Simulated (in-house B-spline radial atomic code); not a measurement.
## RPA and G0W0 on LDA exchange-only: Kr⁶⁺

Configuration [Ar] 3d10 4s2, mean-field start LDA exchange-only. Computed with a B-spline radial code for spherical atoms: all electrons, scalar-relativistic (spin-free one-electron X2C), finite nucleus, each spin shell either full or empty, empty states to l = 9 with an (l + 1/2)⁻⁴ tail; G0W0 by contour deformation at full frequency.

Command:
```bash
python run_gw.py task.json out
```
Settings (radii: box in bohr, nucleus in fm):
```
Z                        36
electrons                30
configuration            [Ar] 3d10 4s2
hamiltonian              x2c
method                   lda,
lmax                     9
rms_radius               4.1884
spin_polarised           False
box_radius               9.29
intervals                67
ion_configuration        [Ar] 3d10 4s1
```

Time taken, with all properties: 3.7 s on 1 thread of AMD EPYC 7R13 Processor, with other jobs on the host.

Energies (hartree):

```json
{"term": "mean-field total", "value": "-2773.43864"}
{"term": "Hartree-Fock functional on these orbitals", "value": "-2778.61924"}
{"term": "direct second order", "value": "-2.6589"}
{"term": "second-order exchange", "value": "0.77532"}
{"term": "SOSEX correction", "value": "0.71213"}
```

(1) What is the RPA correlation energy, and what remains with SOSEX?

Quasi-particle levels (eV):

```
level  occupied  mean field  Σx - vxc     Σc  QP weight     G0W0
   4s       yes     -101.18     -6.27      ?          ?        ?
   3d       yes     -171.49    -23.50   3.90      0.938  -191.09
   4p        no      -83.44      6.94  -1.83      0.963   -78.32
```

G0W0 = mean field + (Σx - vxc) + Σc, with Σc (partial-wave tail included) taken at the quasi-particle energy. Only the outer levels were computed. Levels of low weight are left out.

(2) Where does G0W0 put 4s?

(3) What does it cost to remove one electron (to [Ar] 3d10 4s1) by differences of total energies, each species on its own start (correlation terms add to the Hartree-Fock functional)?

## Answers

(1) RPA gives -2.3283 hartree (-2.11 eV per electron); RPA + SOSEX gives -1.6162, and the second-order doubles -1.8836 hartree (no singles). SOSEX takes back 31 % of the RPA value.

(2) At -109.95 eV, with Σc = -2.50 eV and a quasi-particle weight of 0.966. The tabulated removal energy is 109.13 ± 0.05 eV (NIST, tabulated theory); the calculation leaves out spin-orbit coupling, Breit and QED terms, and what these don't explain is the method's own error.

(3) LDA exchange-only 108.42 eV, Hartree-Fock functional 106.91 eV, + RPA 109.71 eV, + RPA + SOSEX 109.07 eV, + second order 110.07 eV. Tabulated: 109.13 ± 0.05 eV (NIST, tabulated theory); the calculation leaves out spin-orbit coupling, Breit and QED terms, and what these don't explain is the method's own error.
